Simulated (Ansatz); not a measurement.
Basis-set extrapolation for CH5NOSi (`C1N[SiH2]O1`) (PBE0-D4/def2-TZVP geometry, frozen core, Ansatz). Multiplicity 1, RHF reference.

```csv
,def2-TZVPP,def2-QZVPP
HF,-459.132814,-459.150541
MP2 correlation,-0.727605,-0.781480
CCSD(T) correlation,-0.785544,not run
```

Energies in hartree. Use E(X) = E(∞) + A·exp(−7.88·√X) for Hartree–Fock and E(X) = E(∞) + B·X^(−2.97) for correlation, with X = 3 and 4, and add CCSD(T) minus MP2 of the smaller set to the MP2 limit.

Question: What is the CCSD(T) energy at the basis-set limit?

Answer: HF limit: -459.150541 + (-0.017727) × 0.13774 = -459.15298. MP2 limit: -0.781480 + (-0.053875) × 0.74074 = -0.82139. Higher-order term: -0.785544 − (-0.727605) = -0.05794. Total: -460.03231 hartree, 71.5 kcal/mol below CCSD(T)/def2-TZVPP.
